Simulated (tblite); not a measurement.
C6H7N2P.
Cartesian coordinates in Å at the GFN2-xTB level; atoms count from 1:
```xyz
16
C6H7N2P angstrom
C     -2.1990   -0.4183   -0.3237
C     -1.3323    0.2992    0.7094
N      0.0260    0.4364    0.2411
C      0.4500    1.4751   -0.5185
P      2.0841    1.3700   -1.0279
C      2.1754   -0.1816   -0.1608
C      3.3174   -0.9851   -0.0890
N      4.2566   -1.6434   -0.0335
C      0.9770   -0.4939    0.4396
H     -1.8089   -1.4146   -0.5190
H     -2.2109    0.1366   -1.2592
H     -3.2179   -0.5079    0.0428
H     -1.7336    1.2965    0.9076
H     -1.3216   -0.2635    1.6469
H     -0.2372    2.2738   -0.7354
H      0.7675   -1.3702    1.0274
```

Computed with GFN2-xTB (tblite): harmonic, unscaled wavenumbers at the GFN2-xTB geometry, gas phase. Errors from tens to a few hundred cm⁻¹ against measured bands are possible. One conformer, not necessarily the lowest.

Harmonic wavenumbers (cm⁻¹): 43.7, 99.7, 126.1, 157.7, 201.6, 339.1, 346.7, 394.5, 461.4, 505.7, 534.1, 551.3, 593.8, 719.9, 731.7, 772.7, 825.5, 943.2, 947.6, 1042.7, 1087.7, 1099.3, 1147.5, 1175.0, 1204.7, 1239.4, 1321.6, 1394.8, 1410.4, 1425.9, 1464.8, 1486.1, 1494.2, 1500.9, 2361.4, 2968.7, 2976.7, 3041.9, 3045.5, 3053.9, 3119.8, 3123.9.

A = 2751, B = 907.1, C = 725.7 MHz; mass 138.035 u (most abundant isotopes); point group C1, symmetry number 1.

Task: What is the zero-point energy?

Result: Half the sum of the wavenumbers: 26241 cm⁻¹ = 75.03 kcal/mol.

Task: Give the ideal-gas entropy at 273.15 K and 1 bar in the rigid-rotor, harmonic-oscillator model (classical rotation).

Result: Translation 40.27, rotation 29.30, vibration 22.11: S = 91.7 cal/(mol K).

Task: And Cp and H(273.15 K) − H(0)?

Result: Cp = 32.17 cal/(mol K), of which vibrations give 24.22 (their classical limit is 42 R = 83.5); H(273.15 K) − H(0) = 5.43 kcal/mol without the zero-point energy, 3.25 from vibrations.

Task: Which modes carry the vibrational entropy at 273.15 K?

Result: 43.7 cm⁻¹: 4.91; 99.7 cm⁻¹: 3.29; 126.1 cm⁻¹: 2.84; 157.7 cm⁻¹: 2.41; 201.6 cm⁻¹: 1.96; 339.1 cm⁻¹: 1.08 cal/(mol K); the other 36 give 5.62 together.

Task: Blend soft modes into free rotors: weight 1/[1 + (100 cm⁻¹/ν̃)⁴] for the oscillator and the rest for a rotor with moment μB/(μ + B), μ = h/(8π²ν), B = 10⁻⁴⁴ kg m². What vibrational entropy results?

Result: 20.49 cal/(mol K) in place of 22.11, which changes −T·S at 273.15 K by +0.44 kcal/mol.

Task: What must be added to the electronic energy to get the Gibbs energy at 273.15 K and 1 bar?

Result: ZPE + [H(273.15 K) − H(0)] − T·S = 75.03 + 5.43 − 25.04 = 55.42 kcal/mol.

Task: How do the functions run with temperature in this model?

Result: 
| T (K) | S (cal/(mol K)) | Cp (cal/(mol K)) | H − H(0) (kcal/mol) | G − H(0) (kcal/mol) | ln q(vib) |
| --- | --- | --- | --- | --- | --- |
| 100 | 68.5 | 16.7 | 1.21 | -5.64 | 1.40 |
| 200 | 82.7 | 25.6 | 3.31 | -13.23 | 3.53 |
| 300 | 94.8 | 34.6 | 6.32 | -22.12 | 5.72 |
| 500 | 116.3 | 49.9 | 14.85 | -43.28 | 10.13 |
| 800 | 143.1 | 64.3 | 32.19 | -82.33 | 16.48 |
| 1000 | 158.2 | 70.4 | 45.69 | -112.50 | 20.41 |

q(vib) and H(0) count from the zero-point level.

Hindered rotation and anharmonicity are outside this model. Other conformers, if any are populated, would add a mixing term that is left out. The structure is chiral; the term R ln 2 for an equal mix with its mirror image is left out.

Hardware: an Arm Neoverse V2 with one thread, on a shared host. Cost: 0.45 s. The figure is for the frequency step alone.
